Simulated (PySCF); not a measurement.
# Spinor energies of W⁺ (tungsten, charge +1)

Start: [Xe] 4f14 5d3 6s2; 5d5/2 filled at m_j = +1/2, +3/2, +5/2. Calculated with PySCF 2.14 in x2c-TZVPall-2c: generalised Hartree-Fock with the X2C-1e Hamiltonian and a Gaussian nucleus; spin-orbit coupling (SO) screened by Boettger's factors. This is a chosen level, not necessarily the ground level.

| spinor shell | electrons | ε, screened SO (eV) | weight of nominal j (screened SO) | rms radius, screened SO (bohr) |
| --- | --- | --- | --- | --- |
| 1s1/2 | 2 | -69889.9 | 1.000 | 0.0208 |
| 2s1/2 | 2 | -12210.6 | 1.000 | 0.0838 |
| 2p1/2 | 2 | -11656.0 | 1.000 | 0.0713 |
| 2p3/2 | 4 | -10297.6 | 1.000 | 0.0787 |
| 3s1/2 | 2 | -2882.0 | 1.000 | 0.214 |
| 3p1/2 | 2 | -2635.4 | 1.000 | 0.206 |
| 3d3/2 | 4 | -1926.1 | 1.000 | 0.195 |
| 3d5/2 | 6 | -1861.7 | 1.000 | 0.199 |
| 4s1/2 | 2 | -635.18 | 1.000 | 0.478 |
| 4p1/2 | 2 | -531.56 | 1.000 | 0.487 |
| 4p3/2 | 4 | -461.62 | 1.000 | 0.520 |
| 4d3/2 | 4 | -291.01 | 1.000 | 0.544 |
| 4d5/2 | 6 | -277.79 | 1.000 | 0.556 |
| 5s1/2 | 2 | -104.28 | 1.000 | 1.14 |
| 5p1/2 | 2 | -70.473 | 0.972 | 1.27 |
| 5p3/2 | 4 | -59.789 | 0.980 | 1.36 |
| 4f5/2 | 6 | -61.700 | 0.990 | 0.667 |
| 4f7/2 | 8 | -59.496 | 0.992 | 0.670 |
| 5d5/2 | 3 | -19.859 | 0.653 | 2.00 |
| 6s1/2 | 2 | -14.916 | 0.975 | 3.20 |

Problem. Where does 3p3/2 lie, and what is the 3p spin-orbit splitting (screened SO)?

Solution. At -2336.6 eV, 298.73 eV above 3p1/2.

| quantity | screened SO |
| --- | --- |
| E (hartree) | -16149.24283 |
| M_J | 9/2 |
| ⟨J²⟩ | 25.031 |
| ⟨L²⟩ | 13.198 |
| ⟨S²⟩ | 3.619 |

Each row is a mean over spinors that exchange with the open shell spreads, by up to 6.209 eV (5p3/2).

Rows whose weight is well below 1 are mixtures of j = l ± 1/2: exchange outweighs spin-orbit coupling there, and the label is only the starting occupation.

⟨J²⟩ departs a little from M_J(M_J + 1) because the unrestricted spinors polarise the closed shells.

Breit and QED terms are absent; they matter most for the inner s and p1/2 levels.

Densities and radii are taken from the X2C orbitals without a picture-change correction, which distorts them close to the nucleus.
